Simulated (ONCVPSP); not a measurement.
# An all-electron radial function and its pseudo partner (H)

Columns: radius, all-electron u(r) and pseudo u(r) of the 1s shell (level -12.33 eV) of hydrogen in the configuration 1s0.5; LDA (Perdew-Wang 92), non-relativistic, ONCV scheme, ONCVPSP 4.0.1.

```
r (bohr)  all-electron  pseudo
   0.038        0.0759  0.0646
   0.075        0.1444  0.1270
   0.113        0.2094  0.1898
   0.150        0.2678  0.2490
   0.188        0.3230  0.3070
   0.225        0.3723  0.3601
   0.263        0.4187  0.4107
   0.300        0.4599  0.4561
   0.338        0.4985  0.4986
   0.375        0.5325  0.5361
   0.413        0.5641  0.5705
   0.450        0.5919  0.6000
   0.488        0.6174  0.6258
   0.525        0.6395  0.6469
   0.563        0.6596  0.6648
   0.600        0.6767  0.6796
   0.638        0.6920  0.6930
   0.675        0.7049  0.7050
   0.713        0.7161  0.7161
   0.750        0.7251  0.7251
   0.788        0.7327  0.7327
   0.825        0.7384  0.7384
   0.863        0.7428  0.7429
   0.900        0.7457  0.7457
   0.938        0.7474  0.7474
   0.975        0.7478  0.7479
```

(1) How many radial nodes do the two functions have?

(2) At about which radius was the pseudo-wave matched?

(3) Is the pseudo-wave norm-conserving?

Answers

(1) The all-electron 1s function has n − l − 1 = 0; the pseudo-wave has 0.

(2) 0.70 bohr, where the columns begin to agree (steps of 0.04 bohr).

(3) Yes: the ONCV scheme keeps the norm inside the radius equal to the all-electron one, which fixes the energy derivative of the logarithmic derivative at the level.
